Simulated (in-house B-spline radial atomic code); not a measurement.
**Solving the quasi-particle equation for 2p up of O II (O+)**

Configuration [He] 2s2 2p3, highest spin, start PBE, empty levels kept to 2666.67 hartree. Computed with a B-spline radial code for spherical atoms: all electrons, non-relativistic, point nucleus, each spin shell either full or empty, empty states to l = 9 with an (l + 1/2)⁻⁴ tail; G0W0 by contour deformation at full frequency.

At the mean-field level ε = -26.369 eV the matrix elements are Σx = -33.246 eV, v_xc = -23.349 eV and Σc(ε) = 1.002 eV, and the slope of the correlation self-energy is dΣc/dω = -0.0839. The quasi-particle energy solves E = ε + Σx − v_xc + Σc(E).

(1) What does the linearised equation give?

(2) How does that compare with the full solution and with static screening?

Answers

(1) Z = 1/(1 − dΣc/dω) = 1/1.0839 = 0.9226. The first-order shift is Σx − v_xc + Σc(ε) = -33.246 − (-23.349) + (1.002) = -8.895 eV, so E ≈ ε + Z × shift = -26.369 + 0.9226 × (-8.895) = -34.576 eV.

(2) Solving the equation at full frequency dependence gives E = -34.432 eV, where Σc = 1.833 eV and the weight is 0.885; the linearised value is off by 143 meV. Leaving Z out would give -35.264 eV. Static COHSEX puts -1.951 eV in place of Σc and gives -38.217 eV, 3.78 eV deeper. The tabulated removal energy is 35.121 eV (NIST, measured); the run leaves out relativity, Breit and QED terms.
